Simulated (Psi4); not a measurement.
Psi4 input (wB97X-D/6-311+G**):

```
memory 1500 MB

molecule {
-1 1
C    -2.43277278    0.10579874   -0.05190472
C    -0.99922782    0.58830399   -0.06370154
C    -0.11162489   -0.35959088    0.02596769
Cl    1.76201171   -0.03261829    0.03417021
H    -2.95616935    0.42684390   -0.96185182
H    -2.98740826    0.56219915    0.77821323
H    -2.57697373   -0.99583124    0.03119948
H    -0.17189485   -1.44577189    0.10937695
symmetry c1
no_reorient
no_com
}

set {
  basis 6-311+G**
  reference rks
  scf_type df
  df_basis_scf def2-universal-jkfit
  dft_radial_points 99
  dft_spherical_points 590
  e_convergence 1e-8
  d_convergence 1e-7
  maxiter 150
}

e = energy('wb97x-d')
print_out(f'\nFINAL {e:.10f} DIPOLE {variable("CURRENT DIPOLE")[0]:.6f} {variable("CURRENT DIPOLE")[1]:.6f} {variable("CURRENT DIPOLE")[2]:.6f}\n')
```

From the output:

```
      39A      0.416639    40A      0.423595    41A      0.440470
      42A      0.451627    43A      0.536188    44A      0.633077
      45A      0.651190    46A      0.669137    47A      0.691602
      48A      0.710258    49A      0.712849    50A      0.722205
      51A      0.804053    52A      0.825346    53A      0.833739
      54A      0.849507    55A      0.859950    56A      0.876037
      57A      0.886114    58A      0.907629    59A      0.951455
      60A      1.035389    61A      1.068228    62A      1.132543
      63A      1.137819    64A      1.163873    65A      1.174533
      66A      1.196907    67A      1.218721    68A      1.242735
      69A      1.347748    70A      1.366740    71A      1.454768
      72A      1.484323    73A      1.593763    74A      1.712940
      75A      1.726283    76A      1.744872    77A      1.757821
      78A      1.823469    79A      1.823616    80A      1.898464
      81A      1.979077    82A      2.028248    83A      2.047728
      84A      2.169533    85A      2.190117    86A      2.299692
      87A      2.322718    88A      2.326474    89A      2.425349
      90A      2.508934    91A      2.558968    92A      2.585530
      93A      2.609614    94A      2.643828    95A      2.720778
      96A      2.769707    97A      2.771116    98A      2.789863
      99A      2.802337   100A      2.858983   101A      2.894910
     102A      3.007300   103A      3.058374   104A      3.119909
     105A      3.271787   106A      3.375005   107A      3.450918
     108A      3.561705   109A      3.948733   110A      4.043993
     111A      4.082367   112A      4.535877   113A     10.030543
     114A     23.869864   115A     24.225418   116A     24.688292
     117A     26.128685   118A     26.186489   119A     26.640266
     120A    216.104408

    Final Occupation by Irrep:
              A
    DOCC [    20 ]
    NA   [    20 ]
    NB   [    20 ]

  @DF-RKS Final Energy:  -576.86835852204729

   => Energetics <=

    Nuclear Repulsion Energy =            128.2664098043874219
    One-Electron Energy =               -1054.2701383491357774
    Two-Electron Energy =                 381.9590909069834197
    DFT Exchange-Correlation Energy =     -32.8218602483283135
    Empirical Dispersion Energy =          -0.0018606359540307
    VV10 Nonlocal Energy =                  0.0000000000000000
    Total Energy =                       -576.8683585220472878

Computation Completed

Properties will be evaluated at   0.000000,   0.000000,   0.000000 [a0]

Properties computed using the SCF density matrix

 Multipole Moments:

 ------------------------------------------------------------------------------------
     Multipole            Electronic (a.u.)      Nuclear  (a.u.)        Total (a.u.)
 ------------------------------------------------------------------------------------

 L = 1.  Multiply by 2.5417464519 to convert [e a0] to [Debye]
 Dipole X            :         -0.2239081           -0.0000001           -0.2239083
 Dipole Y            :         -1.0429178            0.0000002           -1.0429176
 Dipole Z            :          0.0771062           -0.0000000            0.0771062
 Magnitude           :                                                    1.0694660

 ------------------------------------------------------------------------------------

FINAL -576.8683585220 DIPOLE -0.223908 -1.042918 0.077106

*** Psi4 exiting successfully. Buy a developer a beer!
```

The dipole moment of an ion depends on the origin.

The geometry given is a B3LYP-D3(BJ)/def2-TZVP minimum.
